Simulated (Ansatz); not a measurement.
Geometry optimisation, RKS PBE-D4/STO-3G in Ansatz.

The input (input.yaml):

```yaml
crystal:
  periodic: [false, false, false]
  atoms:
    - { symbol: C, position_ang: [0.8357, -2.1308, 0.5925] }
    - { symbol: Si, position_ang: [0.7228, -0.7151, -0.6658] }
    - { symbol: C, position_ang: [0.0246, 0.8854, 0.0116] }
    - { symbol: "N", position_ang: [0.4705, 2.0536, -0.8121] }
    - { symbol: F, position_ang: [0.6361, 1.1151, 1.2172] }
    - { symbol: Si, position_ang: [-1.7752, 0.667, 0.2396] }
    - { symbol: H, position_ang: [1.3001, -2.9685, 0.1623] }
    - { symbol: H, position_ang: [-0.1765, -2.3642, 0.8979] }
    - { symbol: H, position_ang: [1.3569, -1.7687, 1.5102] }
    - { symbol: H, position_ang: [2.126, -0.4847, -1.1118] }
    - { symbol: H, position_ang: [-0.0341, -1.1737, -1.8453] }
    - { symbol: H, position_ang: [1.4339, 2.1319, -0.8115] }
    - { symbol: H, position_ang: [0.0434, 2.9082, -0.3264] }
    - { symbol: H, position_ang: [-2.5048, 0.3775, -1.0231] }
    - { symbol: H, position_ang: [-2.3965, 1.8689, 0.808] }
    - { symbol: H, position_ang: [-2.0859, -0.4246, 1.201] }
basis:
  gaussian: { orbitals: STO-3G }
hamiltonian:
  xc: pbe
  dispersion: d4
relax:
  f_tol: 0.02
  max_steps: 40
scf:
  lower_state_search: "off"
```

Launched with:

```bash
$ ansatz run input.yaml --threads 1 --pin off --max-ram 2048MiB --backend cpu --events-out ev --progress --plain --runs-dir out
```

**Question.** Where does it end, and by what steps?

**Answer.** The run converged. Limits of this set-up: minimal basis. After 9 steps the energy has fallen by 1.087 eV; H16 moved furthest, 0.21 Å.

| step | energy less start (eV) | largest force component (eV/Å) | accepted |
| --- | --- | --- | --- |
| 0 | 0.0000 | 7.083 | yes |
| 1 | -0.9868 | 1.080 | yes |
| 2 | -1.0736 | 0.281 | yes |
| 3 | -1.0827 | 0.223 | yes |
| 4 | -1.0853 | 0.161 | yes |
| 5 | -1.0861 | 0.037 | yes |
| 6 | -1.0866 | 0.022 | yes |
| 7 | -1.0870 | 0.049 | yes |
| 8 | -1.0873 | 0.032 | yes |
| 9 | -1.0874 | 0.011 | yes |

```xyz
16
Properties=species:S:1:pos:R:3
C 0.815 -2.148 0.549
Si 0.844 -0.727 -0.683
C 0.074 0.856 0.120
N 0.308 1.995 -0.896
F 0.692 1.145 1.379
Si -1.845 0.707 0.303
H 1.293 -3.049 0.129
H -0.217 -2.415 0.829
H 1.354 -1.881 1.473
H 2.219 -0.436 -1.070
H 0.084 -1.085 -1.873
H 1.372 2.138 -0.896
H -0.011 2.882 -0.382
H -2.438 0.284 -0.957
H -2.405 1.992 0.694
H -2.165 -0.280 1.324
```

Whether the end is a true minimum wasn't checked by a vibrational analysis.

Run time: 30 s on 1 thread of Arm Neoverse V2, with other jobs on the host, peak memory 0.14 GiB.
